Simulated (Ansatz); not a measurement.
Reaction (atomization): `F[CH2][GaH][F]` → C• + 2 F• + Ga• + 3 H•

Program: Ansatz. Geometries: PBE0-D4/def2-TZVP. ΔE: electronic, gas phase. CBS: MP2 limit from def2 TZ/QZ plus the TZ coupled-cluster correction, frozen cores. This one scheme is used for every species, atoms too. DFT in def2-TZVPP. No spin–orbit coupling; open shells (•) take unrestricted orbitals. Spin–orbit coupling would lower the free atoms: a little for C, F; clearly for Ga. For Ga outer-core shells are correlated without core-valence functions, so the limit isn't a true one: a few kJ/mol of doubt a bond, and 10 to 20 or more in all where bonds break to atoms. Scalar relativity is left out up to krypton. Each species was taken in one conformer, which may not be the lowest.

**Question.** What is ΔE at CCSD(T)/CBS? (Best estimate.)

**Answer.** Computed: +553.9 kcal/mol.

**Question.** What do these levels give: BLYP-D4, r2SCAN-D4, B97M-V, PBE0-D4, r2SCANh-D4, BHLYP-D4, B2PLYP, PBE, LC-ωPBE, MP2/def2-TZVPP, CCSD/def2-TZVPP, HF/def2-QZVPP? (Best estimate.)

**Answer.** The calculation gave: BLYP-D4 549.3, r2SCAN-D4 554.3, B97M-V 552.1, PBE0-D4 548.3, r2SCANh-D4 548.7, BHLYP-D4 526.7, B2PLYP 545.6, PBE 560.6, LC-ωPBE 555.6, MP2/def2-TZVPP 556.6, CCSD/def2-TZVPP 532.6, HF/def2-QZVPP 395.2 kcal/mol.

Largest T1 diagnostic among the species: 0.013.

In def2-TZVPP, CCSD(T) changes the Hartree–Fock value by +147.4 kcal/mol (the triples alone add +8.8 kcal/mol) and MP2 by +162.6 kcal/mol; breaking electron pairs costs correlation energy, which Hartree–Fock lacks. From BLYP to BHLYP (50 % exact exchange), in def2-TZVPP and without D4, ΔE moves by −20.4 kcal/mol: exact exchange takes away binding that semilocal exchange gives to molecules.

For atomizations the MP2-based limit and the directly extrapolated one differ by several kJ/mol either way, and by 10 to 25 for some Ge, Se and Sn compounds, so smaller differences from it don't rank the levels.
